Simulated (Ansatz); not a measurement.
Steps of a relaxation of CH7AsBNSi, SMILES `NB1[SiH2]C1[AsH2]` with RKS PBE-D4/def2-SVP.

```sh
$ ansatz run in.yaml --threads 4 --pin off --events-out ev --progress --plain --max-ram 10444MiB
```

```yaml
crystal:
  periodic: [false, false, false]
  atoms:
    - {symbol: N, position_ang: [-0.348800, 2.267100, -0.408200]}
    - {symbol: B, position_ang: [0.091300, 0.942700, 0.022900]}
    - {symbol: Si, position_ang: [0.131800, -0.587100, 1.361500]}
    - {symbol: C, position_ang: [1.009100, -0.354000, -0.219700]}
    - {symbol: As, position_ang: [0.184500, -1.500800, -1.670100]}
    - {symbol: H, position_ang: [-1.057200, 2.663300, 0.315400]}
    - {symbol: H, position_ang: [-0.932400, 2.163500, -1.283400]}
    - {symbol: H, position_ang: [-1.159500, -1.119800, 1.437600]}
    - {symbol: H, position_ang: [0.848300, -0.038900, 2.607200]}
    - {symbol: H, position_ang: [2.036000, -0.211500, -0.184300]}
    - {symbol: H, position_ang: [-1.288100, -1.475500, -1.069300]}
    - {symbol: H, position_ang: [0.562100, -2.804300, -0.875700]}
basis:
  gaussian: {orbitals: def2-SVP}
hamiltonian: {xc: pbe, dispersion: d4}
relax: {f_tol: 0.03, max_steps: 200}
```

Positions (Å) and forces (eV/Å) along the path, 10 of 14 steps:

```xyz
12
step=1 energy=-72004.4973 eV
N    -0.349    2.267   -0.408   -2.098   -1.127    0.786
B     0.091    0.943    0.023    0.448   -0.074    0.659
Si    0.132   -0.587    1.361    1.348    2.308    1.998
C     1.009   -0.354   -0.220   -3.585    0.865   -1.940
As    0.184   -1.501   -1.670    0.381   -0.329    0.306
H    -1.057    2.663    0.315    1.362   -0.697   -1.296
H    -0.932    2.163   -1.283    1.064    0.530    0.339
H    -1.159   -1.120    1.438   -1.675   -1.207    0.231
H     0.848   -0.039    2.607   -0.300   -0.558   -0.291
H     2.036   -0.211   -0.184    2.739    0.079   -0.374
H    -1.288   -1.476   -1.069    0.661    0.083   -0.068
H     0.562   -2.804   -0.876   -0.343    0.127   -0.351
12
step=3 energy=-72005.8103 eV
N    -0.427    2.222   -0.393   -0.891   -0.626   -1.841
B     0.020    0.990    0.111    0.036    0.374   -0.117
Si    0.092   -0.348    1.526   -0.430   -0.363    0.507
C     0.864   -0.279   -0.238    0.525   -0.194   -0.174
As    0.208   -1.506   -1.681    0.003    0.207    0.145
H    -1.186    2.649    0.149    0.149    0.222   -0.139
H    -0.614    2.305   -1.456    0.664    0.128    1.899
H    -1.058   -1.373    1.649    0.569    0.390    0.052
H     0.954   -0.225    2.772   -0.085   -0.158   -0.283
H     1.978   -0.177   -0.329   -0.440    0.063    0.029
H    -1.230   -1.470   -1.126   -0.113   -0.062   -0.105
H     0.477   -2.842   -0.950    0.014    0.019    0.030
12
step=4 energy=-72006.0567 eV
N    -0.511    2.151   -0.439   -0.455    0.079   -0.230
B    -0.053    0.985    0.151    0.216   -0.405   -0.070
Si    0.086   -0.362    1.576   -0.034    0.015   -0.035
C     0.823   -0.276   -0.204   -0.052    0.148   -0.051
As    0.215   -1.491   -1.666    0.031    0.107    0.099
H    -1.231    2.712    0.024    0.148    0.115   -0.037
H    -0.421    2.358   -1.444    0.129   -0.028    0.284
H    -0.969   -1.413    1.771    0.020   -0.018   -0.015
H     1.047   -0.345    2.727    0.056    0.081    0.032
H     1.912   -0.080   -0.314   -0.069   -0.092    0.051
H    -1.274   -1.477   -1.245    0.048    0.004    0.009
H     0.453   -2.815   -0.901   -0.039   -0.006   -0.036
12
step=6 energy=-72006.0895 eV
N    -0.578    2.102   -0.450   -0.149    0.575   -0.467
B    -0.109    0.942    0.141    0.081   -0.098   -0.016
Si    0.080   -0.378    1.581   -0.049   -0.010   -0.015
C     0.811   -0.283   -0.202   -0.003    0.042    0.025
As    0.226   -1.493   -1.666   -0.034    0.033    0.010
H    -1.204    2.772    0.020    0.221   -0.295   -0.109
H    -0.336    2.398   -1.417   -0.091   -0.243    0.576
H    -0.923   -1.475    1.803    0.047   -0.019    0.014
H     1.058   -0.262    2.718   -0.021    0.036   -0.021
H     1.896   -0.078   -0.305   -0.017   -0.026    0.004
H    -1.269   -1.469   -1.272    0.019    0.010    0.000
H     0.425   -2.833   -0.918   -0.005   -0.004    0.000
12
step=8 energy=-72006.1060 eV
N    -0.580    2.089   -0.462    0.068   -0.133    0.068
B    -0.114    0.916    0.115   -0.051    0.073    0.005
Si    0.062   -0.381    1.572   -0.024   -0.071    0.031
C     0.832   -0.289   -0.195    0.040    0.067    0.035
As    0.219   -1.474   -1.662    0.017   -0.041   -0.020
H    -1.223    2.717    0.019   -0.071    0.056    0.010
H    -0.300    2.409   -1.391    0.026    0.038   -0.079
H    -0.855   -1.544    1.821    0.010    0.005    0.001
H     1.026   -0.170    2.708   -0.011    0.012   -0.010
H     1.919   -0.097   -0.289    0.017   -0.023   -0.053
H    -1.277   -1.406   -1.281   -0.011    0.018    0.019
H     0.369   -2.825   -0.920   -0.011   -0.001   -0.007
12
step=9 energy=-72006.1090 eV
N    -0.579    2.086   -0.463    0.021   -0.037    0.020
B    -0.119    0.912    0.117   -0.037    0.027   -0.004
Si    0.058   -0.392    1.570    0.017   -0.031    0.001
C     0.840   -0.283   -0.192    0.064    0.026    0.046
As    0.219   -1.468   -1.657   -0.041   -0.017   -0.015
H    -1.235    2.713    0.004   -0.019   -0.005   -0.016
H    -0.288    2.404   -1.391    0.013    0.015    0.001
H    -0.840   -1.570    1.823    0.021    0.019   -0.012
H     1.016   -0.156    2.707   -0.024    0.003   -0.005
H     1.927   -0.097   -0.298   -0.007   -0.006   -0.017
H    -1.274   -1.380   -1.268   -0.010    0.003   -0.010
H     0.351   -2.823   -0.920    0.001    0.004    0.010
12
step=10 energy=-72006.1127 eV
N    -0.577    2.071   -0.467   -0.063    0.127   -0.050
B    -0.127    0.896    0.116   -0.004   -0.039   -0.007
Si    0.059   -0.416    1.565    0.060    0.010   -0.037
C     0.870   -0.273   -0.185    0.018    0.010    0.093
As    0.206   -1.448   -1.641   -0.044   -0.038   -0.010
H    -1.277    2.681   -0.034    0.109   -0.103   -0.072
H    -0.243    2.404   -1.379   -0.043   -0.024    0.131
H    -0.786   -1.636    1.818    0.047    0.057   -0.024
H     0.985   -0.114    2.716   -0.056   -0.025   -0.030
H     1.957   -0.097   -0.317   -0.051    0.001    0.005
H    -1.288   -1.316   -1.258    0.032    0.010    0.003
H     0.298   -2.806   -0.900   -0.006    0.015   -0.001
12
step=11 energy=-72006.1148 eV
N    -0.580    2.065   -0.473   -0.034    0.061    0.006
B    -0.127    0.889    0.108   -0.002   -0.037   -0.015
Si    0.061   -0.420    1.557    0.057   -0.016   -0.017
C     0.884   -0.269   -0.185    0.022    0.006    0.082
As    0.203   -1.447   -1.633   -0.058   -0.022    0.007
H    -1.291    2.662   -0.043    0.074   -0.053   -0.056
H    -0.230    2.412   -1.372   -0.035   -0.001    0.062
H    -0.763   -1.656    1.804    0.034    0.053   -0.024
H     0.967   -0.108    2.722   -0.047   -0.012   -0.036
H     1.969   -0.093   -0.324   -0.038    0.003    0.006
H    -1.285   -1.285   -1.239    0.022   -0.001   -0.020
H     0.272   -2.803   -0.886    0.006    0.019    0.005
12
step=12 energy=-72006.1163 eV
N    -0.581    2.058   -0.476    0.018   -0.026    0.039
B    -0.123    0.880    0.099   -0.018   -0.030   -0.011
Si    0.069   -0.428    1.546    0.011   -0.003   -0.003
C     0.902   -0.267   -0.186   -0.005    0.029    0.049
As    0.195   -1.451   -1.622   -0.003   -0.013    0.013
H    -1.300    2.640   -0.046   -0.002    0.014   -0.013
H    -0.225    2.420   -1.364   -0.004    0.025   -0.019
H    -0.739   -1.675    1.774    0.020    0.023   -0.001
H     0.937   -0.095    2.732   -0.012   -0.015   -0.032
H     1.983   -0.086   -0.339   -0.014   -0.009   -0.008
H    -1.290   -1.255   -1.227    0.023   -0.012   -0.005
H     0.248   -2.797   -0.856   -0.014    0.016   -0.007
12
step=14 energy=-72006.1168 eV
N    -0.581    2.060   -0.475    0.012   -0.021    0.025
B    -0.126    0.880    0.097   -0.006   -0.007   -0.020
Si    0.068   -0.428    1.545    0.018   -0.011    0.003
C     0.903   -0.264   -0.185   -0.017    0.000    0.021
As    0.199   -1.453   -1.618   -0.011   -0.009    0.006
H    -1.303    2.641   -0.048   -0.005    0.012   -0.002
H    -0.223    2.425   -1.361    0.001    0.012   -0.011
H    -0.732   -1.678    1.771    0.005    0.008    0.000
H     0.938   -0.098    2.729   -0.008    0.001   -0.013
H     1.984   -0.085   -0.341   -0.007    0.001   -0.003
H    -1.287   -1.258   -1.231    0.009    0.010   -0.009
H     0.237   -2.797   -0.848    0.010    0.005    0.003
```

Hardware: 4 threads of an Intel Xeon 6975P-C on a shared host. Wall time 15 s, peak host memory 0.2 GiB.
